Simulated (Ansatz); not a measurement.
The first iterations of a band of BCl3 + H2O (7 atoms, charge 0, multiplicity 1).

The calculation used Ansatz, RHF/def2-SVP.

```json
{
  "movable images": "7",
  "climbing image": "yes",
  "spring": "2.0 to 10.0 eV/Å², energy-weighted",
  "optimiser": "quadratic models (default)",
  "start path": "through a guess of the saddle point",
  "force threshold": "0.05 eV/Å",
  "iteration limit": "60",
  "end points": "relaxed"
}
```

Initial state:

```xyz
7
Properties=species:S:1:pos:R:3
B 0.041 0.466 0.032
Cl -0.020 0.880 1.741
Cl 1.574 0.458 -0.810
Cl -1.460 0.316 -0.872
O 0.081 -2.162 0.585
H -0.656 -2.640 0.233
H 0.090 -2.347 1.512
```

Final state:

```xyz
7
Properties=species:S:1:pos:R:3
B -0.176 -0.330 -0.839
Cl 0.776 -1.255 3.561
Cl 1.136 0.836 -0.858
Cl -1.221 -0.526 -2.250
O -0.367 -1.061 0.259
H -1.086 -1.677 0.224
H 0.588 -1.017 2.323
```

| iteration | highest image above the first end (eV) | largest band force component (eV/Å) |
| --- | --- | --- |
| 1 | 3.469 | 13.878 |
| 2 | 2.006 | 4.539 |
| 3 | 1.328 | 4.128 |
| 4 | 1.052 | 3.688 |

**Question.** Does the band converge within its limit, and where does its top end?

**Answer.** The run converged. It ended after 14 iterations with the highest image 1.075 eV above the first end. Another band between the same ends (7 images) ends at a top of the same energy, where a vibrational analysis finds 1 clearly imaginary mode. The orbitals stay closed-shell, which can raise the energy where a bond breaks towards radicals; this wasn't checked here.

Time of the run: 4.6 min on 1 thread of Intel(R) Xeon(R) Platinum 8175M CPU @ 2.50GHz (Skylake/Cascade Lake), on a shared host, peak memory 0.21 GiB.
